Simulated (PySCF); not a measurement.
**Mo: excitation energy**

Mo [Kr] 4d5 5s1 (7S) → Mo [Kr] 4d5 5p1 (7P), as a difference of total energies. Calculation: PySCF 2.14, in aug-cc-pwCVDZ-PP with ECP28MDF; scalar relativity through the core potential. Correlated levels: valence: 4s2 4p6 frozen; valence and next inner shell: nothing frozen outside the core potential. The calculations carry no spin-orbit coupling.

```json
{"method": "UHF", "excitation energy (eV)": "2.874"}
{"method": "LDA", "excitation energy (eV)": "3.458"}
{"method": "PBE", "excitation energy (eV)": "3.355"}
{"method": "PBE0", "excitation energy (eV)": "3.264"}
{"method": "r2SCAN", "excitation energy (eV)": "3.483"}
{"method": "PBEsol", "excitation energy (eV)": "3.417"}
{"method": "CAM-B3LYP", "excitation energy (eV)": "3.198"}
{"method": "BP86", "excitation energy (eV)": "3.386"}
{"method": "TPSSh", "excitation energy (eV)": "3.308"}
{"method": "MP2 (valence)", "excitation energy (eV)": "3.114"}
{"method": "SCS-MP2 (valence)", "excitation energy (eV)": "2.954"}
{"method": "MP2 (valence and next inner shell)", "excitation energy (eV)": "3.310"}
{"method": "SCS-MP2 (valence and next inner shell)", "excitation energy (eV)": "3.137"}
```

Task: How much does correlation contribute at MP2 (valence and next inner shell)?

Result: 3.310 − (2.874) = 0.436 eV, measured against UHF.
